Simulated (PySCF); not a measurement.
A GIAO shielding run with PySCF 2.14 (density fitting, non-relativistic, gas phase) on `InChI=1S/C3H13NSi3/c1-2-6-3-7-4-5/h2,4H,1,3,6-7H2,5H3`:

```
$ OMP_NUM_THREADS=1 python probes_run.py task.json out

{"job": {"kind": "nmr", "xc": "PBE0", "basis": "pcSseg-1"}, "charge": 0, "multiplicity": 1}
C     -3.470803     0.754553     0.499653
C     -2.600330    -0.184758     0.831986
Si    -1.754299    -1.345086    -0.384401
C      0.113480    -1.006067    -0.362570
Si     0.608402     0.747461    -0.874749
N      2.342267     0.837696    -0.940290
Si     3.528000     0.276950     0.190077
H     -3.769507     0.906978    -0.525014
H     -3.927758     1.414076     1.222974
H     -2.341371    -0.290871     1.879710
H     -2.013894    -2.734364     0.033282
H     -2.303595    -1.138237    -1.729662
H      0.609820    -1.720441    -1.018393
H      0.494937    -1.200727     0.639731
H      0.061223     1.722505     0.082088
H      0.161454     1.073898    -2.233627
H      2.684621     1.537021    -1.578894
H      4.818024     0.414307    -0.487913
H      3.231140    -1.119829     0.503368
H      3.523039     1.065612     1.430214
```

Hardware: 1 thread of an Arm Neoverse N1, shared host. The job also computes population analyses, field gradients.

**Question.** How large is the calculation?

**Answer.** 80 electrons, 205 basis functions and 1130 auxiliary functions.

**Question.** How long does it take, and how much memory does it need?

**Answer.** 68 s of wall time, with 14 SCF cycles and 4 response iterations; peak memory 0.93 GiB. Times on a shared host scatter by some tens of per cent.
